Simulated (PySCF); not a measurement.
Cl₂GaI. Atoms are numbered in the order given.

```xyz
4

Ga     0.0000     0.0000     0.7937
Cl     0.0000     1.8355     1.8996
Cl     0.0000    -1.8355     1.8996
I      0.0000     0.0000    -1.6829
```

The structure is a stationary point at B3LYP-D3(BJ)/def2-SVP. The def2 effective core potentials stand for the cores of I; spin–orbit coupling is left out.

All values below come from B3LYP-D3(BJ)/def2-SVP in PySCF.

Frequencies are harmonic and unscaled.

| mode | ν (cm⁻¹) | IR (km/mol) | Raman (Å⁴/amu) | depolarisation | moving atoms (share of kinetic energy) |
|---|---|---|---|---|---|
| 1 | 90 | 2.2 | 2.9 | 0.75 | Cl 58 %, Ga 25 %, I 17 % |
| 2 | 117 | 6.2 | 3.6 | 0.68 | Cl 81 %, I 16 % |
| 3 | 119 | 7.3 | 0.0 | – | Ga 66 %, Cl 31 % |
| 4 | 239 | 14.7 | 11.8 | 0.12 | Ga 38 %, I 36 %, Cl 27 % |
| 5 | 411 | 66.2 | 9.6 | 0.15 | Cl 66 %, Ga 33 % |
| 6 | 453 | 70.1 | 4.9 | 0.75 | Cl 58 %, Ga 42 % |
